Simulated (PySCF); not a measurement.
FSr (SMILES [F][Sr+]), charge +1, singlet, at a GFN2-xTB geometry (such geometries of metal compounds can be far from the true shape) (core potentials on Sr). Base run: M062X/def2-SVPD in PySCF.

PySCF was given this input:
```python
from pyscf import gto, scf, dft, solvent

mol = gto.M(
    atom='''
Sr   -0.00000000   -0.00000000   -0.41292724
F     0.00000000    0.00000000    1.74347059
''',
    basis='def2-svpd',
    ecp={'Sr': 'def2-svpd'},
    charge=1,
    verbose=4,
)

mf = dft.RKS(mol)
mf.xc = 'm062x'
mf.kernel()
```

Variants of this job, named by their change:

```csv
change,ΔE vs base (kJ/mol),HOMO-LUMO gap (eV)
base,0.00,8.62
model = IEF-PCM; solvent = chloroform; lebedev_order = 11,-239.0,9.77
model = IEF-PCM; solvent = chloroform; vdw_scale = 1.1,-274.8,10.08
model = COSMO; solvent = chloroform,-221.2,9.79
model = C-PCM; solvent = chloroform,-245.4,9.93
model = IEF-PCM; solvent = acetonitrile,-303.7,10.26
model = IEF-PCM; solvent = chloroform; lebedev_order = 41,-240.0,9.81
model = IEF-PCM; solvent = chloroform; r_probe = 0.5,-189.8,9.37
model = ddCOSMO; solvent = chloroform,-444.2,10.36
model = IEF-PCM; solvent = 2-propanol,-295.2,10.20
model = IEF-PCM; solvent = n-hexane,-137.7,9.22
model = IEF-PCM; solvent = chloroform; vdw_scale = 1.4,-191.0,9.41
```

The base is the gas phase, so ΔE is the electrostatic part of solvation at a fixed geometry, without cavity and dispersion terms.
